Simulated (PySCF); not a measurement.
C6H10FN.
Z-matrix (Å and degrees, GFN2-xTB geometry), rows numbered from 1:
```
C 
C   1  1.3192
C   2  1.4960  1  124.34
C   3  1.5287  2  111.37  1   120.77
F   4  1.3833  3  109.51  2    60.81
C   4  1.5339  3  112.64  2  -178.78
N   6  1.4323  4  109.71  3   -51.23
C   7  1.2499  6  120.15  4  -115.76
H   1  1.0764  2  122.00  3   179.89
H   1  1.0782  2  121.80  3     0.57
H   2  1.0816  1  120.72  3   179.28
H   3  1.0923  2  110.04  1  -120.01
H   3  1.0902  2  110.69  1     0.05
H   4  1.0982  3  110.96  2   -55.25
H   6  1.0931  4  108.15  3    66.14
H   6  1.1029  4  108.79  3  -175.07
H   8  1.0797  7  118.39  6   178.63
H   8  1.0958  7  124.42  6    -1.59
```

The closed-shell SCF was solved with PySCF and density fitting under several settings on one GFN2-xTB geometry (grid level 2 and gas phase unless stated).

```json
{"settings": "PBE0/pcSseg-1", "basis functions": "186", "SCF cycles": "14", "E (Eh)": "-388.7090", "HOMO (eV)": "-7.23", "LUMO (eV)": "-0.36", "dipole (D)": "1.66"}
{"settings": "PBE0/def2-SVPD", "basis functions": "243", "SCF cycles": "14", "E (Eh)": "-388.4899", "HOMO (eV)": "-7.27", "LUMO (eV)": "-0.51", "dipole (D)": "1.63"}
{"settings": "wB97X-D/def2-SVPD, IEF-PCM dimethylsulfoxide, energy threshold 1e-08 Eh", "basis functions": "243", "SCF cycles": "10", "E (Eh)": "-388.8147", "HOMO (eV)": "-9.16", "LUMO (eV)": "1.49", "dipole (D)": "2.31"}
```

Task: Estimate the row for these settings: CAM-B3LYP/STO-3G, level shift 0.1 Eh.

Result: 
| settings | basis functions | SCF cycles | E (Eh) | HOMO (eV) | LUMO (eV) | dipole (D) |
| --- | --- | --- | --- | --- | --- | --- |
| CAM-B3LYP/STO-3G, level shift 0.1 Eh | 50 | 10 | -383.9382 | -6.16 | 4.27 | 1.30 |

Task: Over all rows, what range does the HOMO–LUMO gap span?

Result: From 6.76 eV (PBE0/def2-SVPD) to 10.65 eV (wB97X-D/def2-SVPD, IEF-PCM dimethylsulfoxide, energy threshold 1e-08 Eh). The functional of the narrowest has 25 % exact exchange, that of the widest range-separated exact exchange.

Task: And the dipole moment?

Result: From 1.30 D (CAM-B3LYP/STO-3G, level shift 0.1 Eh) to 2.31 D (wB97X-D/def2-SVPD, IEF-PCM dimethylsulfoxide, energy threshold 1e-08 Eh); the largest is 1.78 times the smallest, and the median is 1.65 D.

Task: Compare two rows with the functional PBE0: PBE0/pcSseg-1 and PBE0/def2-SVPD. Which energy is lower, and by how much?

Result: PBE0/pcSseg-1 (186 functions) lies 0.2191 Eh or 137 kcal/mol below PBE0/def2-SVPD (243 functions). The smaller set gives the lower energy; the two sets aren't nested, so the variational bound doesn't order them by size.

wB97X-D ran without the empirical dispersion term, which would shift the total energy alone. Cycle counts include a coarse-grid stage where the run had one. The structure is a single GFN2-xTB conformer; no vibrational corrections.
